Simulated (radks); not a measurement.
Task: The mean radii <r> (bohr) of the occupied orbitals of an atom or ion are listed with their occupations. Method: Dirac Kohn-Sham, PBE, spin-unpolarised, spherical densities, point nucleus; computed with a radial shooting solver on a logarithmic mesh with Libxc functionals.

| orbital | occ. | <r> |
|---|---|---|
| 1s1/2 | 2 | 0.06355 |
| 2s1/2 | 2 | 0.2929 |
| 2p1/2 | 2 | 0.2579 |
| 2p3/2 | 4 | 0.2608 |
| 3s1/2 | 2 | 0.9019 |
| 3p1/2 | 2 | 0.9601 |
| 3p3/2 | 4 | 0.9692 |
| 4s1/2 | 1 | 3.437 |
| 3d3/2 | 4 | 1.513 |
| 3d5/2 | 1 | 1.525 |

Name the element and its charge. Open shells, if any, fill j = l - 1/2 first.

Result: Z = 24, chromium, charge 0: Cr in [Ar] 3d5 4s1. The 1s radius gives Z: for a bare nucleus <r> = (2 gamma + 1)/(2Z) with gamma = sqrt(1 - (Z/c)^2), 0.06186 bohr for Z = 24, and screening makes it slightly larger (0.06355 here). The occupations add up to 24, and the charge is Z minus that.
